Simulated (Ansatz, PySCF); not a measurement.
Spin states of H2MoO2 (SMILES [OH][Mo][OH]), each relaxed with B3LYP-D3(BJ)/def2-TZVP.
State 1 (charge 0, multiplicity 5):
| atom | x (Å) | y (Å) | z (Å) |
|---|---|---|---|
| Mo | 0.1709 | -0.6665 | 0.0324 |
| O | 1.4889 | 0.3196 | -0.9484 |
| H | 1.3594 | 0.6480 | -1.8459 |
| O | -1.4948 | -0.3625 | 0.9289 |
| H | -1.5782 | 0.0909 | 1.7759 |
State 2 (charge 0, multiplicity 1):
```xyz
5

Mo     0.3478    -0.1582     0.3148
O      1.3641     0.2095    -1.1639
H      1.4903     0.5047    -2.0678
O     -1.1568    -0.3023     1.3492
H     -2.0991    -0.2240     1.5105
```

Singlets are restricted, other states unrestricted; no spin–orbit coupling, no relativity up to Kr; see below for the cores. The largest T1 diagnostic is 0.026.

Correlated levels freeze the inner cores; with def2 sets outer-core shells near the valence are correlated too. CBS: X⁻³ extrapolation of the correlation energy, Hartree–Fock from the larger set.

The values were computed with Ansatz (a quantum-chemistry and plane-wave program) with Gaussian orbitals; PySCF for the dispersion terms.  In def2 rows elements past Kr take small-core potentials, without spin–orbit coupling.

Give the energy of the multiplicity-1 state less that of the multiplicity-5 state at the level CCSD/def2-TZVPP.

34.3 kcal/mol

Predict the energy of the multiplicity-1 state less that of the multiplicity-5 state from CCSD(T)/CBS(def2-SVP, def2-TZVPP).

28.5 kcal/mol

Predict the energy of the multiplicity-1 state less that of the multiplicity-5 state from CAM-B3LYP-D4/def2-TZVPP.

26.4 kcal/mol

Doubts at one or more of the structures used: a restricted determinant that unrestricted orbitals would lower (CCSD/def2-TZVPP, CCSD(T)/CBS(def2-SVP, def2-TZVPP)).
